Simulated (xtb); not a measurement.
H₃Cl₃HfOSi (SMILES [SiH3][O][Hf]([Cl])([Cl])[Cl]), singlet, at a GFN2-xTB geometry (such geometries of metal compounds can be far from the true shape), atoms displaced at random by about 0.02 Å a coordinate; GFN1-xTB (xtb).

Here is a job for xtb.
```
$ xtb mol.xyz --gfn 1 --opt lax --json

# file mol.xyz
9

Hf     0.16629648     0.07965118     0.18614646
Cl     1.67187811     1.13080439     1.47099445
Cl    -0.92718391    -1.30764891     1.53615470
Cl    -1.25044185     1.68579017    -0.55058748
O      0.68198181    -0.86331554    -1.38243268
Si    -0.44882020    -1.43549484    -2.42834478
H     -1.72322499    -1.53322267    -1.70537034
H      0.04476402    -2.77421618    -2.78822197
H     -0.52865822    -0.54256307    -3.51785556
```

Output, abridged:

```
   ID    Z sym.   atoms
    1   72 Hf     1
    2   17 Cl     2-4
    3    8 O      5
    4   14 Si     6
    5    1 H      7-9

           -------------------------------------------------
          |                Calculation Setup                |
           -------------------------------------------------

           -------------------------------------------------
          |                 G F N 1 - x T B                 |
           -------------------------------------------------

          ...................................................
          :                      SETUP                      :
          :.................................................:
          :  # basis functions                  60          :
          :  # atomic orbitals                  55          :
          :  # shells                           23          :
          :  # electrons                        38          :
          :  # halogen bonds                     3          :
          :  max. iterations                   250          :
          :  Hamiltonian                  GFN1-xTB          :
          :  restarted?                      false          :
          :  GBSA solvation                  false          :
          :  PC potential                    false          :
          :  electronic temp.          300.0000000     K    :
          :  accuracy                    1.0000000          :
          :  -> integral cutoff          0.2500000E+02      :
          :  -> integral neglect         0.1000000E-07      :
          :  -> SCF convergence          0.1000000E-05 Eh   :
          :  -> wf. convergence          0.2000000E-04 e    :
          :  Broyden damping             0.4000000          :
          :  net charge                          0          :
          :  unpaired electrons                  0          :
          ...................................................

 iter      E             dE          RMSdq      gap      omega  full diag
   1    -22.4843736 -0.224844E+02  0.750E+00    4.06       0.0  T
   2    -22.4949221 -0.105486E-01  0.426E+00    3.30       1.0  T
   3    -22.4688610  0.260612E-01  0.159E+00    3.77       1.0  T
   4    -22.4985984 -0.297375E-01  0.303E-01    2.98       1.0  T
   5    -22.4987831 -0.184711E-03  0.109E-01    3.07       1.0  T
   6    -22.4989203 -0.137167E-03  0.213E-02    3.09       1.6  T
   7    -22.4989236 -0.330060E-05  0.757E-03    3.09       4.4  T
   8    -22.4989236  0.287986E-07  0.592E-03    3.09       5.6  T
   9    -22.4989239 -0.355118E-06  0.555E-04    3.10      60.0  T
  10    -22.4989239 -0.103746E-08  0.457E-04    3.10      72.9  T
  11    -22.4989239 -0.163973E-08  0.140E-04    3.10     238.7  T
  12    -22.4989239 -0.182819E-09  0.162E-05    3.10    2055.8  T

   *** convergence criteria satisfied after 12 iterations ***

         :::::::::::::::::::::::::::::::::::::::::::::::::::::
         ::                     SUMMARY                     ::
         :::::::::::::::::::::::::::::::::::::::::::::::::::::
         :: total energy             -22.400663704868 Eh    ::
         :: gradient norm              0.055009119499 Eh/a0 ::
         :: HOMO-LUMO gap              3.096230763653 eV    ::
         ::.................................................::
         :: SCC energy               -22.498923924970 Eh    ::
         :: -> electrostatic           0.146425319192 Eh    ::
         :: repulsion energy           0.103194479846 Eh    ::
         :: dispersion energy         -0.004934259744 Eh    ::
         :: halogen bond corr.         0.000000000000 Eh    ::
         :: add. restraining           0.000000000000 Eh    ::
         :: total charge              -0.000000000000 e     ::
         :::::::::::::::::::::::::::::::::::::::::::::::::::::

      -----------------------------------------------------------
     |                   =====================                   |
     |                        A N C O P T                        |
     |                   =====================                   |
     |               Approximate Normal Coordinate               |
     |                Rational Function Optimizer                |
      -----------------------------------------------------------
      -----------------------------------------------------------
     |                   =====================                   |
     |                        A N C O P T                        |
     |                   =====================                   |
     |               Approximate Normal Coordinate               |
     |                Rational Function Optimizer                |
      -----------------------------------------------------------

          ...................................................
          :                      SETUP                      :
          :.................................................:
          :   optimization level               lax          :
          :   max. optcycles                   200          :
          :   ANC micro-cycles                  20          :
          :   degrees of freedom                21          :
          :.................................................:
          :   RF solver                   davidson          :
          :   write xtbopt.log                true          :
          :   linear?                        false          :
          :   energy convergence         0.2000000E-04 Eh   :
          :   grad. convergence          0.2500000E-02 Eh/α :
          :   maxmium RF displ.          1.0000000          :
          :   Hlow (freq-cutoff)         0.1000000E-01      :
          :   Hmax (freq-cutoff)         5.0000000          :
          :   S6 in model hess.         20.0000000          :
          ...................................................

generating ANC from exact Hessian ...
Using Lindh-Hessian (1995)
 Shifting diagonal of input Hessian by    1.0117005553339510E-002
[...]
 * total energy  :   -22.4006637 Eh     change       -0.2788880E-11 Eh
 * total energy  :   -22.4033012 Eh     change       -0.2637527E-02 Eh
 * total energy  :   -22.4060650 Eh     change       -0.2763742E-02 Eh
 * total energy  :   -22.4065988 Eh     change       -0.5338580E-03 Eh
 * total energy  :   -22.4067426 Eh     change       -0.1438105E-03 Eh
 * total energy  :   -22.4068121 Eh     change       -0.6949826E-04 Eh
 * total energy  :   -22.4068391 Eh     change       -0.2693078E-04 Eh
 * total energy  :   -22.4068608 Eh     change       -0.2175082E-04 Eh
 * total energy  :   -22.4068847 Eh     change       -0.2390763E-04 Eh
 * total energy  :   -22.4069028 Eh     change       -0.1807101E-04 Eh
   *** GEOMETRY OPTIMIZATION CONVERGED AFTER 10 ITERATIONS ***
[...]
          :  net charge                          0          :
          :  unpaired electrons                  0          :
          ...................................................

 iter      E             dE          RMSdq      gap      omega  full diag
   1    -22.4908690 -0.224909E+02  0.207E-06    3.02       0.0  T
   2    -22.4908690  0.213163E-13  0.124E-06    3.02   26917.3  T
   3    -22.4908690 -0.120792E-12  0.103E-06    3.02   32227.0  T

   *** convergence criteria satisfied after 3 iterations ***

         :::::::::::::::::::::::::::::::::::::::::::::::::::::
         ::                     SUMMARY                     ::
         :::::::::::::::::::::::::::::::::::::::::::::::::::::
         :: total energy             -22.406902801491 Eh    ::
         :: gradient norm              0.001782358633 Eh/a0 ::
         :: HOMO-LUMO gap              3.018179726001 eV    ::
         ::.................................................::
         :: SCC energy               -22.490868982857 Eh    ::
         :: -> electrostatic           0.147964840723 Eh    ::
         :: repulsion energy           0.088826940660 Eh    ::
         :: dispersion energy         -0.004860759294 Eh    ::
         :: halogen bond corr.         0.000000000000 Eh    ::
         :: add. restraining           0.000000000000 Eh    ::
         :: total charge              -0.000000000000 e     ::
         :::::::::::::::::::::::::::::::::::::::::::::::::::::

           -------------------------------------------------
          |                Property Printout                |
           -------------------------------------------------

    * Orbital Energies and Occupations

         #    Occupation            Energy/Eh            Energy/eV
      -------------------------------------------------------------
         1        2.0000           -0.9614496             -26.1624
       ...           ...                  ...                  ...
         7        2.0000           -0.5688050             -15.4780
         8        2.0000           -0.5542976             -15.0832
         9        2.0000           -0.5416402             -14.7388
        10        2.0000           -0.5166793             -14.0596
        11        2.0000           -0.5163293             -14.0500
        12        2.0000           -0.5157319             -14.0338
        13        2.0000           -0.5044880             -13.7278
        14        2.0000           -0.5035247             -13.7016
        15        2.0000           -0.5017421             -13.6531
        16        2.0000           -0.4999188             -13.6035
        17        2.0000           -0.4973734             -13.5342
        18        2.0000           -0.4763751             -12.9628
        19        2.0000           -0.4719201             -12.8416 (HOMO)
        20                         -0.3610041              -9.8234 (LUMO)
        21                         -0.3601862              -9.8012
        22                         -0.3329817              -9.0609
        23                         -0.3279173              -8.9231
        24                         -0.3177843              -8.6474
        25                         -0.2092796              -5.6948
        26                         -0.1685061              -4.5853
        27                         -0.1628985              -4.4327
        28                         -0.0860018              -2.3402
        29                         -0.0788816              -2.1465
        30                         -0.0730261              -1.9871
       ...                                ...                  ...
        55                          1.5068858              41.0044
      -------------------------------------------------------------
                  HL-Gap            0.1109161 Eh            3.0182 eV
             Fermi-level           -0.4164621 Eh          -11.3325 eV

  Mulliken/CM5 charges         n(s)   n(p)   n(d)
     1Hf    1.28543  1.84039   0.637  1.229  0.849
     2Cl   -0.30944 -0.41331   1.831  5.484 -0.005
     3Cl   -0.32785 -0.43075   1.828  5.504 -0.005
     4Cl   -0.32838 -0.43092   1.830  5.503 -0.005
     5O    -0.54241 -0.76315   1.634  4.908  0.000
     6Si    0.38377  0.09299   1.135  1.700  0.782
     7H    -0.05717  0.02824   1.057  0.000  0.000
     8H    -0.05034  0.04060   1.050  0.000  0.000
     9H    -0.05362  0.03590   1.054  0.000  0.000

Wiberg/Mayer (AO) data.
largest (>0.10) Wiberg bond orders for each atom

 ---------------------------------------------------------------------------
     #   Z sym  total        # sym  WBO       # sym  WBO       # sym  WBO
 ---------------------------------------------------------------------------
     1  72 Hf   4.370 --     2 Cl   1.109     3 Cl   1.079     4 Cl   1.066
                             5 O    0.825     6 Si   0.197
     2  17 Cl   1.201 --     1 Hf   1.109
     3  17 Cl   1.173 --     1 Hf   1.079
     4  17 Cl   1.175 --     1 Hf   1.066
     5   8 O    2.346 --     6 Si   1.431     1 Hf   0.825
     6  14 Si   4.362 --     5 O    1.431     8 H    0.930     9 H    0.914
                             7 H    0.847     1 Hf   0.197
     7   1 H    0.980 --     6 Si   0.847
     8   1 H    0.988 --     6 Si   0.930
     9   1 H    0.984 --     6 Si   0.914
 ---------------------------------------------------------------------------

Topologies differ in total number of bonds
Writing topology from bond orders to xtbtopo.mol

 dipole moment from electron density (au)
     X       Y       Z
  -0.1000  -0.3877  -0.6034  total (Debye):    1.841

optimized geometry written to: xtbopt.xyz

           -------------------------------------------------
          | TOTAL ENERGY              -22.406902801491 Eh   |
          | GRADIENT NORM               0.001782358633 Eh/α |
          | HOMO-LUMO GAP               3.018179726001 eV   |
           -------------------------------------------------
```
